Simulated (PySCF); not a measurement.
**Correlation energy of Hg⁶⁵⁺ (mercury, charge +65)**

[Ne] 3s2 3p3, high-spin 4S determinant. All numbers are calculated (PySCF 2.14, no relativity, point nucleus, in an even-tempered Gaussian basis (16 s from 20 bohr⁻², ratio 2.5; 10 p from 26 bohr⁻², ratio 2.5; 4 d from 97 bohr⁻², ratio 2.7; 4 f from 150 bohr⁻², ratio 2.7)). Frozen: 1s2; 13 electrons correlated; the 17 highest virtual orbitals of each spin left out.

| level | correlation energy (mhartree) |
| --- | --- |
| CCSD | -535.54 |
| (T) | -0.60 |
| CCSD(T) | -536.14 |

Diagnostics: T1 = 0.00013, D1 = 0.0004, largest double amplitude 0.019.

Problem. Is a single reference adequate?

Solution. Yes, within this model without spin-orbit coupling: T1 lies below 0.03 and no double amplitude reaches 0.07.

At this charge a non-relativistic calculation is a model, useful for the Z dependence of the correlation energy.

Spin-orbit coupling is strong in this species, so the high-spin LS determinant is a model state.
